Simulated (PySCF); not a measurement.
**Correlation energy of Ta (tantalum, neutral)**

[Xe] 4f14 5d3 6s2, high-spin 4F determinant. Computed with PySCF 2.14 in x2c-TZVPPall with one added diffuse shell each of s, p, d, f type (12s8p8d4f1g, 113 functions), with scalar relativity by spin-free X2C-1e. Frozen: [Xe] 4f14; 5 electrons correlated.

```tsv
level	correlation energy (mhartree)
CCSD	-81.65
(T)	-4.65
CCSD(T)	-86.30
```

Diagnostics: T1 = 0.029, D1 = 0.0813, largest double amplitude 0.051.

Spin-orbit coupling, absent here, splits the open shell strongly.

Cost of the coupled-cluster step: of the order of 40 core-seconds, for 5 correlated electrons.

Iterations:

```
CC2 = 0
CCSD nocc = (np.int64(4), np.int64(1)), nmo = (79, 79)
frozen orbitals [[0, 1, 2, 3, 4, 5, 6, 7, 8, 9, 10, 11, 12, 13, 14, 15, 16, 17, 18, 19, 20, 21, 22, 23, 24, 25, 26, 27, 28, 29, 30, 31, 32, 33], [0, 1, 2, 3, 4, 5, 6, 7, 8, 9, 10, 11, 12, 13, 14, 15, 16, 17, 18, 19, 20, 21, 22, 23, 24, 25, 26, 27, 28, 29, 30, 31, 32, 33]]
max_cycle = 100
direct = 0
conv_tol = 1e-08
conv_tol_normt = 1e-06
diis_space = 8
diis_start_cycle = 0
Init t2, MP2 energy = -0.0674602309639663
Init E_corr(UCCSD) = -0.0674602309800483
cycle = 1  E_corr(UCCSD) = -0.0757761044836745  dE = -0.0083158735  norm(t1,t2) = 0.0696679
cycle = 2  E_corr(UCCSD) = -0.078720452216152  dE = -0.00294434773  norm(t1,t2) = 0.033816
cycle = 3  E_corr(UCCSD) = -0.0813861826405401  dE = -0.00266573042  norm(t1,t2) = 0.0190385
cycle = 4  E_corr(UCCSD) = -0.0814833516605211  dE = -9.716902e-05  norm(t1,t2) = 0.00565354
cycle = 5  E_corr(UCCSD) = -0.0816396912289817  dE = -0.000156339568  norm(t1,t2) = 0.00277028
cycle = 6  E_corr(UCCSD) = -0.0816538332159001  dE = -1.41419869e-05  norm(t1,t2) = 0.00114704
cycle = 7  E_corr(UCCSD) = -0.0816495801014689  dE = 4.25311443e-06  norm(t1,t2) = 0.00038373
cycle = 8  E_corr(UCCSD) = -0.0816568856613651  dE = -7.3055599e-06  norm(t1,t2) = 0.00011115
cycle = 9  E_corr(UCCSD) = -0.081653404907772  dE = 3.48075359e-06  norm(t1,t2) = 3.99773e-05
cycle = 10  E_corr(UCCSD) = -0.0816543450419739  dE = -9.40134202e-07  norm(t1,t2) = 1.76202e-05
cycle = 11  E_corr(UCCSD) = -0.0816543207006438  dE = 2.43413301e-08  norm(t1,t2) = 6.72395e-06
cycle = 12  E_corr(UCCSD) = -0.0816542671900441  dE = 5.35105996e-08  norm(t1,t2) = 2.50893e-06
cycle = 13  E_corr(UCCSD) = -0.0816542539585585  dE = 1.32314856e-08  norm(t1,t2) = 5.8827e-07
cycle = 14  E_corr(UCCSD) = -0.0816542604710543  dE = -6.51249572e-09  norm(t1,t2) = 2.06753e-07
UCCSD converged
E(UCCSD) = -15600.08706363834  E_corr = -0.08165426047105427
UCCSD(T) correction = -0.00465101956361757
```
